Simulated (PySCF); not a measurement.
**Re⁷³⁺ (rhenium, charge +73): Hartree-Fock from Schrödinger to Dirac-Coulomb-Breit**

Occupied: 1s1/2. Hartree-Fock calculated with PySCF 2.14 in an even-tempered Gaussian basis (16 s from 20 bohr⁻², ratio 2.7; 13 p from 24 bohr⁻², ratio 2.7), Gaussian nucleus throughout. NR is non-relativistic, sf-X2C the spin-free one-electron X2C Hamiltonian, X2C adds the bare one-electron spin-orbit term, X2C-SNSO screens it by Boettger's factors, DC is four-component Dirac-Coulomb, and the Gaunt and Breit terms are added at first order (total energies over the DC spinors, levels after relaxing the spinors in that mean field). QED terms are absent. Levels marked empty are virtual spinors of this ion.

| Hamiltonian | E (hartree) |
| --- | --- |
| NR | -5577.7785 |
| sf-X2C | -6065.6852 |
| X2C | -6065.6852 |
| X2C-SNSO | -6065.6852 |
| DC | -6068.8108 |
| DC+Gaunt | -6062.6735 |
| DC+Breit | -6062.6735 |

| level (eV) | NR | sf-X2C | X2C | X2C-SNSO | DC | DC+Gaunt | DC+Breit |
| --- | --- | --- | --- | --- | --- | --- | --- |
| 1s1/2 | -75254.9 | -81765.1 | -81765.1 | -81765.1 | -81849.5 | -81683.7 | -81683.7 |
| 2s1/2 (empty) | -18325.6 | -20324.1 | -20324.1 | -20324.1 | -20333.9 | -20314.9 | -20317.2 |
| 2p1/2 (empty) | -18185.5 | -18969.3 | -20155.8 | -20136.9 | -20132.9 | -20093.2 | -20098.7 |
| 2p3/2 (empty) | -18185.5 | -18969.3 | -18502.7 | -18508.5 | -18514.8 | -18495.9 | -18501.4 |
| 3s1/2 (empty) | -8087.4 | -8790.3 | -8790.3 | -8790.3 | -8793.1 | -8787.7 | -8788.4 |

Problem. How large are the two-electron picture-change error of X2C and the Breit correction in the total energy?

Solution. X2C-1e lies 3.1256 hartree above Dirac-Coulomb; Gaunt adds 6.1373 and the full Breit term 6.1373 hartree.

```json
{"interval (eV)": "2p3/2 − 2p1/2", "X2C": "1653", "X2C-SNSO": "1628", "DC": "1618", "DC+Gaunt": "1597", "DC+Breit": "1597"}
```

Weight of the small component: 1s1/2 0.0807, 2s1/2 0.0199, 2p1/2 0.0199, 2p3/2 0.0182, 3s1/2 0.00873.

Koopmans' value for the highest occupied level at DC+Breit: 81683.7 eV, against an ionisation energy of 81556.58 ± 0.2 eV (theoretical estimate listed by NIST; NIST Atomic Spectra Database, ionization energies); the former lacks relaxation, correlation, QED and recoil.

The whole ladder took 43 s of wall time on 1 thread of Neoverse-V1 (shared host), launched as `OMP_NUM_THREADS=1 python relrun2.py TASK.json OUT` (a driver that calls PySCF for each Hamiltonian).
